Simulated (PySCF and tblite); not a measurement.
Values are calculated unless marked as measured or tabulated.
4 diastereomers of C8H13ClO, numbered alike:

| isomer | SMILES | descriptors (one enantiomer) |
| --- | --- | --- |
| A | [CH3:1][O:2][C@H:3]1[CH:4]=[CH:5][C@@H:6]([CH3:7])[C@H:8]([Cl:9])[CH2:10]1 | 3R, 6R, 8R |
| B | [CH3:1][O:2][C@@H:3]1[CH:4]=[CH:5][C@H:6]([CH3:7])[C@H:8]([Cl:9])[CH2:10]1 | 3S, 6S, 8R |
| C | [CH3:1][O:2][C@H:3]1[CH:4]=[CH:5][C@H:6]([CH3:7])[C@H:8]([Cl:9])[CH2:10]1 | 3R, 6S, 8R |
| D | [CH3:1][O:2][C@@H:3]1[CH:4]=[CH:5][C@@H:6]([CH3:7])[C@H:8]([Cl:9])[CH2:10]1 | 3S, 6R, 8R |

Protocol: conformer search, at most 3 conformers an isomer, GFN2-xTB geometries, energies PBE0/pcSseg-1 (D3(BJ) added where defined), GIAO shieldings PBE0/pcSseg-1, weights at 298.15 K with GFN2-xTB thermal terms. Programs: PySCF with density fitting and tblite.

Problem. What shifts does each isomer give (ppm; of two unlike H on one atom, a is the less shielded)?

Solution. 
A: ¹H (against TMS): 6.15 (H4, 1H), 5.95 (H5, 1H), 3.85 (H8, 1H), 3.71 (H3, 1H), 3.55 (H1, 3H), 2.38 (H10a, 1H), 2.16 (H6, 1H), 1.65 (H10b, 1H), 1.25 (H7, 3H). ¹³C (against TMS): 144.4 (C5), 133.5 (C4), 78.0 (C3), 64.6 (C8), 58.5 (C1), 45.6 (C6), 41.2 (C10), 20.7 (C7).

B: ¹H (against TMS): 6.02 (H5, 1H), 5.99 (H4, 1H), 4.09 (H8, 1H), 3.88 (H3, 1H), 3.56 (H1, 3H), 2.33 (H6, 1H), 2.24 (H10a, 1H), 1.80 (H10b, 1H), 1.23 (H7, 3H). ¹³C (against TMS): 140.1 (C5), 135.5 (C4), 81.6 (C3), 63.3 (C8), 58.7 (C1), 40.4 (C6), 37.2 (C10), 17.8 (C7).

C: ¹H (against TMS): 6.06 (H4, 1H), 5.88 (H5, 1H), 4.34 (H8, 1H), 3.95 (H3, 1H), 3.56 (H1, 3H), 2.43 (H6, 1H), 2.01 (H10a, 1H), 1.99 (H10b, 1H), 1.17 (H7, 3H). ¹³C (against TMS): 141.0 (C5), 134.3 (C4), 78.9 (C3), 64.5 (C8), 58.6 (C1), 40.1 (C6), 36.5 (C10), 18.5 (C7).

D: ¹H (against TMS): 6.07 (H4, 1H), 5.71 (H5, 1H), 3.88 (H3, 1H), 3.57 (H1, 3H), 3.38 (H8, 1H), 2.48 (H10a, 1H), 2.32 (H6, 1H), 1.76 (H10b, 1H), 1.20 (H7, 3H). ¹³C (against TMS): 139.1 (C5), 136.8 (C4), 81.2 (C3), 66.5 (C8), 58.7 (C1), 45.1 (C6), 43.1 (C10), 21.1 (C7).

Problem. Which carbons tell the isomers apart best?

Solution. C10: 41.2 in A, 37.2 in B, 36.5 in C, 43.1 in D; C6: 45.6 in A, 40.4 in B, 40.1 in C, 45.1 in D; C5: 144.4 in A, 140.1 in B, 141.0 in C, 139.1 in D ppm.

The conformer set may be incomplete (the search or the number kept was capped). Shifts are unscaled: against experiment ¹³C can be off by 15 ppm or more and ¹H by 0.8 ppm. The cap on conformers cut off some of the population, so the set may be incomplete.
